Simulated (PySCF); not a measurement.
## Spin states and ions at one geometry of [ReF4]+

PySCF 2.14.0, RKS TPSS, Re def2-SVP with ECP60, F def2-SVP; non-relativistic Hamiltonian with scalar-relativistic core potentials where named; density fitting; no spin-orbit coupling; singlets restricted, open shells unrestricted. The geometry is relaxed for charge +1, singlet, vacuum:

```xyz
5

Re    0.0000    0.0000    0.0000
F     1.7128    0.0000   -0.5433
F     0.0000    1.7128    0.5433
F    -1.7128    0.0000   -0.5433
F     0.0000   -1.7128    0.5433
```

Energies count from the relaxed state; an electron taken off or put on is at rest in vacuum. Charges and spins are Mulliken's.

```tsv
state	energy (eV)	spin squared	charge on Re1 (e)	spin on Re1 (e)	dipole about the centre of mass (D)
charge +1, singlet, vacuum	0.00	0.00	1.50	0.00	0.00
charge +1, triplet, vacuum	0.54	2.01	1.58	1.75	0.00
charge +2, doublet, vacuum	17.33	0.75	1.93	0.93	0.00
charge 0, doublet, vacuum	-9.00	0.75	1.05	0.80	0.00
```

Problem. What does the state charge +1, quintet, vacuum give?

Solution. energy (eV) 5.23, spin squared 6.01, charge on Re1 (e) 1.40, spin on Re1 (e) 2.54, dipole about the centre of mass (D) 0.24.

With an electron taken off (doublet) the charges change, summed by element, by Re +0.44 e, F +0.56 e. The vertical ionisation energy is 17.33 eV, against −ε(HOMO) = 13.62 eV of the relaxed state. The level lies 3.7 eV too high, as is usual for semilocal functionals and global hybrids, which keep a self-interaction error.

With an electron put on (doublet) the charges change, summed by element, by Re -0.45 e, F -0.55 e. The vertical electron affinity is 9.00 eV, against −ε(LUMO) = 12.83 eV of the relaxed state.

Open shells may have lower solutions than those found.

No frequency check is given that shows the relaxed geometry to be a minimum. The gap of the closed shell is small, and it wasn't tested for a lower spin-broken solution at this geometry.
